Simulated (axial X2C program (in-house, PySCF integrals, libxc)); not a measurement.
**Which molecule gave these maps?**

PBE0 fields computed with an in-house relativistic program for diatomic molecules, two-component, near the equilibrium distance, one atom at z = 0.

The maps cover the half plane through the axis: z from -2.4 to 4.2 Å along the bond, ρ from 0.15 to 2.25 Å away from it.

log10 of the density in e/bohr³:

```
 ρ\z  -2.4  -1.8  -1.2  -0.6   0.0   0.6   1.2   1.8   2.4   3.0   3.6   4.2
0.15  -3.3  -2.4  -1.6  -0.5   1.4  -0.5  -1.1  -0.6   1.3  -0.6  -1.5  -2.6
0.45  -3.3  -2.5  -1.7  -0.8   0.2  -0.9  -1.3  -0.7  -0.4  -0.8  -1.7  -2.6
0.75  -3.3  -2.5  -1.8  -1.2  -0.8  -1.3  -1.5  -1.0  -0.7  -1.1  -1.9  -2.8
1.05  -3.4  -2.7  -2.0  -1.5  -1.3  -1.6  -1.8  -1.4  -1.2  -1.5  -2.1  -3.0
1.35  -3.4  -2.8  -2.2  -1.8  -1.7  -1.9  -2.1  -1.8  -1.7  -1.9  -2.5  -3.2
1.65  -3.5  -3.0  -2.4  -2.1  -2.0  -2.2  -2.4  -2.3  -2.2  -2.4  -2.8  -3.4
1.95  -3.6  -3.1  -2.7  -2.4  -2.3  -2.5  -2.7  -2.7  -2.6  -2.8  -3.2  -3.7
2.25  -3.8  -3.3  -2.9  -2.7  -2.6  -2.8  -3.1  -3.1  -3.1  -3.2  -3.5  -4.0
```

Electron localisation function (collinear form, no current term, damped to 0 at low density):

```
 ρ\z  -2.4  -1.8  -1.2  -0.6   0.0   0.6   1.2   1.8   2.4   3.0   3.6   4.2
0.15  0.01  0.23  0.55  0.27  0.26  0.26  0.58  0.48  0.79  0.71  0.68  0.22
0.45  0.02  0.24  0.61  0.19  0.63  0.15  0.50  0.79  0.10  0.85  0.65  0.20
0.75  0.02  0.26  0.69  0.43  0.19  0.26  0.37  0.82  0.87  0.86  0.60  0.17
1.05  0.03  0.29  0.73  0.78  0.61  0.50  0.23  0.72  0.86  0.80  0.50  0.12
1.35  0.04  0.32  0.74  0.88  0.86  0.60  0.13  0.49  0.73  0.67  0.37  0.07
1.65  0.04  0.32  0.73  0.88  0.88  0.58  0.09  0.23  0.52  0.47  0.22  0.03
1.95  0.03  0.27  0.68  0.84  0.83  0.52  0.07  0.07  0.26  0.25  0.10  0.01
2.25  0.02  0.20  0.57  0.77  0.76  0.43  0.05  0.02  0.08  0.09  0.03  0.00
```

Axial spin density in 10⁻³ e/bohr³:

```
 ρ\z  -2.4  -1.8  -1.2  -0.6   0.0   0.6  1.2   1.8   2.4   3.0   3.6   4.2
0.15  -0.1  -0.5  -2.1  -1.4   6.0   0.9  0.0  -2.7  15.7  -1.8  -0.5  -0.1
0.45   0.0  -0.1   0.2   5.4  -1.7   7.1  1.0  -1.7   4.9   1.3  -0.2   0.0
0.75   0.1   0.4   2.5  12.7  21.1  12.4  1.9  -0.8   4.1   1.8   0.1   0.0
1.05   0.1   0.7   3.4  12.6  20.6  11.2  2.0  -0.4   1.3   0.9   0.1   0.0
1.35   0.2   0.8   3.0   8.9  13.0   7.4  1.6  -0.2   0.3   0.4   0.1   0.0
1.65   0.2   0.7   2.2   5.4   7.1   4.3  1.2   0.0   0.0   0.1   0.1   0.0
1.95   0.2   0.5   1.5   3.1   3.8   2.4  0.8   0.0   0.0   0.0   0.0   0.0
2.25   0.1   0.4   0.9   1.7   2.0   1.3  0.5   0.1   0.0   0.0   0.0   0.0
```

**Question.** Which molecule is it?
A. AlO⁺
B. LiS⁺
C. GeCl⁻
D. TcBr⁻

**Answer.** C. GeCl⁻, with Ge at z = 0 and Cl at z = 2.364 Å, state Ω = 1 (⟨Sz⟩ = 1.00, ⟨Lz⟩ = 0.00 at PBE0), basis Ge dyall-acv3z [10s10p8d5f1g], Cl dyall-av3z [9s8p3d2f] (cores contracted in-house). The state is a single determinant with fixed occupations, the lowest that a limited PBE0 search found. Density functionals use the spin component along the axis (collinear). Other states lie close and PBE0, whose exact exchange favours high spin, may order them wrongly; the determinant shown need not be the ground state. The nearest other 2c determinant of the search, Ω = 0, lies 0.61 eV up at the distance of the search. With several unpaired electrons one determinant need not be a pure state. Open-shell Ω = 0 determinants with evenly filled partner blocks cannot be reached by this program, so the Ω shown need not be the lowest component. This is the Ω = 1 component of a π² triplet; the 0⁺ component is not one determinant and can lie lowest. The highest occupied level of some functionals is positive through self-interaction error; at Hartree–Fock it is bound.
